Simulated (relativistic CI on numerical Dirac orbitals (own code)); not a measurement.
## Tm³⁺: 4d photoemission

Computed with this model: Dirac-Coulomb-Breit CI, separate exchange-only KLI orbitals for each configuration, model QED (radiative potential, 1s self-energy scaled to tabulated hydrogen-like ionisation energies), valence Slater integrals scaled by 0.9, multiplet model of photoemission in the sudden approximation; configurations [Xe] 4f12 → [Kr] 4d9 4f12 5s2 5p6; 80 K; Lorentzian 0.7 eV and Gaussian 0.6 eV FWHM. Energies are those of the free ion, without screening or charge transfer. The energies are binding energies and can lie tens of eV above those of solids. S is read from ⟨S²⟩ = S(S + 1).

free ion: ground-state S = 1.00, centroid 223.22 eV. Peaks (eV, height): 211.5 (100), 213.9 (27), 214.7 (29), 216.3 (75), 219.6 (38), 220.9 (43), 222.9 (25), 226.7 (67), 228.3 (25), 230.1 (43), 231.9 (35), 234.2 (15), 236.0 (40), 238.2 (7), 241.3 (48).

Strongest unbroadened transitions for free ion:

| Energy (eV) | Relative strength |
| --- | --- |
| 211.43 | 100.0 |
| 212.02 | 18.6 |
| 212.56 | 22.9 |
| 213.77 | 15.7 |
| 216.26 | 78.3 |
| 218.98 | 12.5 |
| 219.63 | 29.9 |
| 220.91 | 29.9 |
| 221.24 | 11.5 |
| 222.97 | 15.3 |
| 226.48 | 26.9 |
| 226.97 | 33.5 |
| 228.45 | 16.0 |
| 230.10 | 39.8 |
| 231.88 | 35.0 |
| 234.20 | 11.5 |
| 236.02 | 42.3 |
| 241.29 | 52.1 |
